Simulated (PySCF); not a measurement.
Input file for PySCF: R-M06-2X/def2-TZVPP on CH4 (SMILES C).

```python
from pyscf import gto, dft

mol = gto.M(
    atom='''
    C     0.00000043   -0.00000017    0.00000132
    H    -0.71147872   -0.28399079   -0.77425720
    H     0.11589669    1.08298052    0.00700883
    H    -0.36733228   -0.33211164    0.97010205
    H     0.96291388   -0.46687791   -0.20285501
    ''',
    basis='def2-tzvpp',
    charge=0, spin=0, verbose=4, max_memory=1800)
mf = dft.RKS(mol, xc='m062x').density_fit(auxbasis='def2-universal-jkfit')
mf.grids.level = 4
mf.conv_tol = 1e-9
mf.max_cycle = 150
mf.kernel()
mf.dip_moment()
```

Program output:

```
PySCF version 2.14.0

[INPUT] verbose = 4
[INPUT] num. atoms = 5
[INPUT] num. electrons = 10
[INPUT] charge = 0
[INPUT] spin (= nelec alpha-beta = 2S) = 0
[INPUT] symmetry False subgroup None
[INPUT] Mole.unit = angstrom
[INPUT] Symbol           X                Y                Z      unit          X                Y                Z       unit  Magmom
[INPUT]  1 C      0.000000430000  -0.000000170000   0.000001320000 AA    0.000000812582  -0.000000321253   0.000002494438 Bohr   0.0
[INPUT]  2 H     -0.711478720000  -0.283990790000  -0.774257200000 AA   -1.344499924256  -0.536664814999  -1.463134057973 Bohr   0.0
[INPUT]  3 H      0.115896690000   1.082980520000   0.007008830000 AA    0.219013002844   2.046536581039   0.013244769154 Bohr   0.0
[INPUT]  4 H     -0.367332280000  -0.332111640000   0.970102050000 AA   -0.694157405912  -0.627600042380   1.833227187379 Bohr   0.0
[INPUT]  5 H      0.962913880000  -0.466877910000  -0.202855010000 AA    1.819643514742  -0.882271383509  -0.383340411896 Bohr   0.0

nuclear repulsion = 13.4454191554063
number of shells = 35
number of NR pGTOs = 110
number of NR cGTOs = 87
basis = def2-tzvpp
ecp = {}


******** <class 'pyscf.df.df_jk.DFRKS'> ********
method = DFRKS
initial guess = minao
damping factor = 0
level_shift factor = 0
DIIS = <class 'pyscf.scf.diis.CDIIS'>
diis_start_cycle = 1
diis_space = 8
diis_damp = 0
SCF conv_tol = 1e-09
SCF conv_tol_grad = None
SCF max_cycles = 150
direct_scf = False
XC library pyscf.dft.libxc version 7.1.2
    S. Lehtola, C. Steigemann, M. J. T. Oliveira, and M. A. L. Marques,  SoftwareX 7, 1–5 (2018)
XC functionals = m062x
    Y. Zhao and D. G. Truhlar,  Theor. Chem. Acc. 120, 215 (2008)
    Y. Zhao and D. G. Truhlar,  Theor. Chem. Acc. 120, 215 (2008)
radial grids:
    Treutler-Ahlrichs [JCP 102, 346 (1995); DOI:10.1063/1.469408] (M4) radial grids

becke partition: Becke, JCP 88, 2547 (1988); DOI:10.1063/1.454033
pruning grids: <function nwchem_prune>
grids dens level: 4
symmetrized grids: False
atomic radii adjust function: <function treutler_atomic_radii_adjust>
small_rho_cutoff = 0
Set gradient conv threshold to 3.16228e-05
Initial guess from minao.
tot grids = 91440
******** <class 'pyscf.df.df.DF'> ********
auxbasis = def2-universal-jkfit
init E= -40.3291830110101
  HOMO = -0.460407204553007  LUMO = 0.0490825655619389  gap/eV = 13.86392
cycle= 1 E= -40.4914554012486  delta_E= -0.162  |g|= 0.207  |ddm|= 1.21
  HOMO = -0.422905452416304  LUMO = 0.0935557979575954  gap/eV = 14.05363
cycle= 2 E= -40.4952148590742  delta_E= -0.00376  |g|= 0.166  |ddm|= 0.218
  HOMO = -0.45835687990408  LUMO = 0.0861620756534869  gap/eV = 14.81712
cycle= 3 E= -40.501869900941  delta_E= -0.00666  |g|= 0.00942  |ddm|= 0.0819
  HOMO = -0.45602618731318  LUMO = 0.0870551155744614  gap/eV = 14.77799
cycle= 4 E= -40.5018926305723  delta_E= -2.27e-05  |g|= 0.000501  |ddm|= 0.00912
  HOMO = -0.455935964494195  LUMO = 0.0870978582072439  gap/eV = 14.77670
cycle= 5 E= -40.5018927305438  delta_E= -1e-07  |g|= 3.63e-05  |ddm|= 0.000927
  HOMO = -0.455938036048231  LUMO = 0.0870987590551202  gap/eV = 14.77678
cycle= 6 E= -40.5018927312658  delta_E= -7.22e-10  |g|= 3.68e-06  |ddm|= 0.000139
  HOMO = -0.455939278538469  LUMO = 0.0870985763864347  gap/eV = 14.77681
Extra cycle  E= -40.5018927312709  delta_E= -5.17e-12  |g|= 2e-06  |ddm|= 1.28e-05
converged SCF energy = -40.5018927312709
Dipole moment(X, Y, Z, Debye): -0.00002, -0.00001,  0.00000
```

Self-consistency was reached.

Cost: roughly 5 core-seconds.
